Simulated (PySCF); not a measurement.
NMR data simulated for an unnamed compound:

1H NMR (400 MHz, computed): δ 6.28 (m, 2H), 6.03 (m, 2H), 4.49 (m, 1H), 3.10 (m, 2H), 0.17 (m, 6H).

13C{1H} NMR (computed): δ 134.1 (CH), 128.8 (CH), 32.4 (CH2), -5.3 (CH3).

Calculated, not measured (PySCF 2.14.0 with density-fitted response routines): geometry from GFN2-xTB, GIAO PBE0/pcSseg-1 shieldings. One conformer, rapidly exchanging positions averaged, relativity neglected, no solvent.

Shifts are taken against calculated references (same method and geometry level): 1H (σ = 31.72 ppm), 13C (σ = 186.93 ppm) vs TMS.

Q: Which of these does the molecule contain: a Si–CH3 group, a non-aromatic C=C double bond, an NH or NH2 group, a C≡C triple bond, a Si–H bond, a nitrile?

A: 
- A Si–CH3 group: yes (δC -5.3; δH 0.17 (m)).
- A non-aromatic C=C double bond: yes.
- An NH or NH2 group: no.
- A C≡C triple bond: no.
- A Si–H bond: yes (δH 4.49 (m)).
- A nitrile: no.

The data belong to `InChI=1S/C7H13PSi/c1-9(2)8-6-4-3-5-7-8/h4-7,9H,3H2,1-2H3`; they needn't prove each group on their own.

Carbon signals by region: 2 in the sp2 and nitrile region (100–160 ppm), 2 below 50 ppm.

Splittings by 31P in the carbon and heteronuclear signals aren't shown, as no couplings were computed. Shifts are as computed. Against solution values, carbons near 30 ppm lie about +3 ppm off and those near 130 ppm about +5 ppm. Of 1211 compounds with measured shifts, 218 miss one by over three times the rms of a fit or turn the order of signals round; such compounds aren't used in these exercises. Multiplicities follow the n + 1 count of equivalent neighbours, as no J values were calculated; m marks all less simple cases, F and P coupling included.
